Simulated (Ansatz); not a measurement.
A nudged elastic band was laid between two geometries of ClF₂H₂NSi (7 atoms, charge 0, multiplicity 1).

Method: RKS B3LYP/def2-SVP in Ansatz.

```json
{"movable images": "5", "climbing image": "yes", "spring": "5.0 eV/Å²", "optimiser": "quadratic models (default)", "start path": "IDPP", "force threshold": "0.03 eV/Å", "iteration limit": "60", "end points": "relaxed"}
```

Image 0:

```xyz
7
Properties=species:S:1:pos:R:3
N -0.709 0.550 0.609
Si 0.370 -0.424 -0.254
F 1.643 -0.699 0.689
F -0.318 -1.828 -0.628
Cl 1.074 0.336 -2.028
H -1.626 0.799 0.253
H -0.373 1.199 1.313
```

Image 6:

```xyz
7
Properties=species:S:1:pos:R:3
N -0.730 0.622 0.472
Si 0.394 -0.422 -0.230
F 1.800 -0.528 0.554
F -0.170 -1.930 -0.222
Cl 0.804 0.187 -2.138
H -0.844 1.581 0.165
H -1.193 0.423 1.353
```

Question: Which bonds break or form, and what moves?

Answer: No bond is made or broken. The dihedral H7–N1–Si2–F4 goes from 148 to 47°.

Question: Give the energies along the band, and the barrier.

Answer: The forces met the threshold. The highest image is number 1 of 0 to 6, 0.000 eV above the first end and 0.014 eV above the last; the last end lies 0.013 eV below the first. The top lies less than 8 meV above the higher end, about what the thresholds resolve: that end is a shoulder or a very shallow well. A vibrational analysis at the climbing image gives one clearly imaginary mode, 72i cm⁻¹: a first-order saddle point.

| image | path coordinate (Å) | energy (eV) | dihedral H7–N1–Si2–F4 (°) |
| --- | --- | --- | --- |
| 0 | 0.00 | 0.000 | 148 |
| 1 | 0.25 | 0.000 | 133 |
| 2 | 0.58 | -0.004 | 109 |
| 3 | 0.91 | -0.010 | 88 |
| 4 | 1.24 | -0.013 | 69 |
| 5 | 1.56 | -0.013 | 59 |
| 6 | 1.89 | -0.013 | 47 |

Question: What is the geometry of the highest image?

Answer: 
```xyz
7
Properties=species:S:1:pos:R:3:forces:R:3
N -0.712 0.569 0.578 0.01 0.00 0.00
Si 0.369 -0.425 -0.257 -0.01 0.00 0.00
F 1.646 -0.646 0.695 0.00 0.00 -0.01
F -0.268 -1.866 -0.581 0.00 0.00 0.00
Cl 1.014 0.299 -2.066 0.00 0.00 0.00
H -1.575 0.922 0.181 0.00 0.00 0.00
H -0.413 1.078 1.403 -0.01 0.00 0.00
```

Time of the run: 3.6 min on 1 thread of Arm Neoverse N1, on a shared host, peak memory 0.27 GiB.
